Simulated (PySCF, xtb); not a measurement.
AsH₅, SMILES [AsH5].

GFN2-xTB run with xtb at its own geometry gives an orbital gap of 5.37 eV and a dipole moment of 0.00 D.

Coordinates come from a PBE0-D3(BJ)/def2-TZVP optimisation.

Task: What does PBE/def2-TZVPD in PySCF give? (An estimate is asked for; the answer gives what the named calculation found.)

Result: gap 3.48 eV (levels -4.99 and -1.50 eV), dipole 0.00 D.
